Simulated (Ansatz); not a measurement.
Basis-set extrapolation for C3H10Si2 (`C[SiH2]/C=C/[SiH3]`) (PBE0-D4/def2-TZVP geometry, frozen core, the Gaussian-basis code of Ansatz). Multiplicity 1, RHF reference.

```json
{"": "HF", "def2-TZVPP": "-697.346304", "def2-QZVPP": "-697.369868"}
{"": "MP2 correlation", "def2-TZVPP": "-0.754701", "def2-QZVPP": "-0.804524"}
{"": "CCSD(T) correlation", "def2-TZVPP": "-0.857799", "def2-QZVPP": "not run"}
```

Energies in hartree. Use E(X) = E(∞) + A·exp(−7.88·√X) for Hartree–Fock and E(X) = E(∞) + B·X^(−2.97) for correlation, with X = 3 and 4, and add CCSD(T) minus MP2 of the smaller set to the MP2 limit.

**Question.** What is the CCSD(T) energy at the basis-set limit?

**Answer.** HF limit: -697.369868 + (-0.023564) × 0.13774 = -697.37311. MP2 limit: -0.804524 + (-0.049823) × 0.74074 = -0.84143. Higher-order term: -0.857799 − (-0.754701) = -0.10310. Total: -698.31764 hartree, 298.1 kJ/mol below CCSD(T)/def2-TZVPP.
